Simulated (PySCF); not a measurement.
Species: C2H4BBrO2.
SMILES: `O1B(OCC1)Br`

Method used: PySCF, PBE0-D3(BJ)/def2-SVP geometry optimisation, gas phase.

Take the most abundant isotopes and a rigid rotor. 

Task: Give the principal moments of inertia and the rotational constants in MHz.

Result: Ia = 64.94, Ib = 410.71, Ic = 468.92 u·Å²; 505379 MHz·u·Å²/I gives A = 7783, B = 1231, C = 1078 MHz.

Task: Classify the top.

Result: A near-prolate asymmetric top. Ray's parameter κ = (2B − A − C)/(A − C) = -0.954; −1 is the prolate and +1 the oblate limit.

Task: Is it planar, by Δ = Ic − Ia − Ib?

Result: Not planar: Δ = Ic − Ia − Ib = -6.73 u·Å². For a rigid frame Δ = −2 Σ m c², so Σ m c² = 3.37 u·Å² lies off the ab plane: 3.23 from hydrogen and 0.13 from heavier atoms. The atom farthest from that plane is 1.03 Å away.

Task: Which lines would a microwave search look for?

Result: The dipole components are |μa| = 3.54 D, |μb| = 0.00 D, |μc| = 0.02 D. The squared components, which scale the intensities, stand as 1.00 : 0.00 : 0.00 (a : b : c). Some lines, for components of 0.1 D or more:

```tsv
type	branch	J(Ka,Kc)	MHz	lower level (cm⁻¹)
a	Q	3(1,2) ← 3(1,3)	916	0.668
a	Q	4(1,3) ← 4(1,4)	1527	0.965
a	R	1(0,1) ← 0(0,0)	2308	0.000
a	R	2(1,2) ← 1(1,1)	4464	0.296
a	R	2(0,2) ← 1(0,1)	4614	0.077
a	R	3(1,3) ← 2(1,2)	6694	0.444
a	R	3(0,3) ← 2(0,2)	6914	0.231
a	R	3(2,2) ← 2(2,1)	6925	1.115
a	R	3(1,2) ← 2(1,1)	7152	0.460
a	R	4(1,4) ← 3(1,3)	8922	0.668
a	R	4(0,4) ← 3(0,3)	9207	0.462
a	R	4(2,3) ← 3(2,2)	9231	1.346
a	R	4(3,2) ← 3(3,1)	9238	2.452
a	R	4(3,1) ← 3(3,0)	9238	2.452
a	R	4(2,2) ← 3(2,1)	9257	1.347
a	R	4(1,3) ← 3(1,2)	9533	0.698
```

Whether it is a minimum is left open (no frequencies). No vibrational averaging or centrifugal distortion is included, and the geometry carries the error of its method. Quadrupole hyperfine structure (11B, 79Br) is left out.
